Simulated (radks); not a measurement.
Results of a calculation; reference values are marked as such.
The zirconium ion Zr27+, configuration [He] 2s2 2p4 3s2 3p1 3d2 (not the ground configuration). Code: a radial shooting solver on a logarithmic mesh with Libxc functionals. Model: Dirac Kohn-Sham, revPBE, spin-unpolarised, spherical densities, finite nucleus; open shells fill j = l - 1/2 first; Fermi nuclear charge, rms radius 4.2694 fm.

Normalised radial functions P(r) = r R(r) (large component), r in bohr:

r,3p1/2
0.001952,0.0075
0.002422,0.0103
0.003006,0.0143
0.003761,0.0203
0.004668,0.0286
0.005839,0.0411
0.007247,0.0584
0.008995,0.0829
0.01125,0.1190
0.01397,0.1676
0.01733,0.2338
0.02169,0.3257
0.02691,0.4399
0.0334,0.5796
0.04179,0.7450
0.05186,0.9071
0.06489,1.0435
0.08053,1.0934
0.09995,0.9997
0.125,0.6889
0.1552,0.1624
0.1926,-0.5287
0.241,-1.2521
0.2991,-1.7304
0.3712,-1.8101
0.4643,-1.4594
0.5763,-0.9075
0.721,-0.4044
0.8948,-0.1286
1.111,-0.0263

3p1/2: eigenvalue -1409.8 eV, 1 radial node at r = 0.164 bohr, <r> = 0.370 bohr, 90 % of the charge inside 0.548 bohr.
